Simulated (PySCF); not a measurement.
Bonds (- single, = double, # triple, : aromatic): O1=S2 1.458 Å, S2=O3 1.459 Å, S2-O4 1.459 Å, S2-C5 1.825 Å, C5=C6 1.304 Å, C6-F7 1.374 Å. C5 carries H8; C6 carries H9. Formal charges: O4 -1. Stereochemistry as in O=S(=O)([O-])/C=C/F.

Total charge -1.

Geometry: GFN2-xTB; GIAO shifts from PySCF, gas phase, non-relativistic, averaged over equivalent atoms.

At PBE/pcSseg-1 (136 basis functions, 16 s wall time on 1 thread of an Arm Neoverse V1, shared host):
```csv
atoms,δ (ppm)
O1/O3/O4,251.7
C6,160.7
C5,128.7
F7,-162.8
H9,7.52
H8,5.87
```

Scale: H2O for 17O (σref 336.32); 13C (σref 182.62) and 1H (σref 31.64) against TMS; 19F (σref 137.73) against CFCl3 (reference shieldings calculated alike).

Task: Predict the values at PBE0/pcSseg-1 on the same geometry.

Result: 
| atoms | δ at PBE0/pcSseg-1 | change |
| --- | --- | --- |
| O1/O3/O4 | 234.7 | -17.0 |
| C6 | 162.4 | +1.7 |
| C5 | 131.3 | +2.6 |
| F7 | -151.0 | +11.8 |
| H9 | 7.52 | +0.00 |
| H8 | 5.96 | +0.09 |

Chemical shifts δ = σref − σ; 17O (σref 336.08) vs H2O; TMS for 13C (σref 186.93) and 1H (σref 31.72); 19F (σref 170.95) vs CFCl3, all at this level.

The largest change is at O1/O3/O4 (oxygen of an anionic S–O group). Cost: 136 basis functions, 13 s wall time on 1 thread of an Arm Neoverse V1, shared host.

Unscaled 19F shifts against computed CFCl3 carry errors that often reach 10 to 50 ppm. Unscaled 17O shifts of doubly bonded oxygen tend to come out too high, by tens of ppm or more. Experimental scales use liquid or dissolved standards, which lie at an offset from isolated H2O (liquid H2O: subtract about 36 ppm).
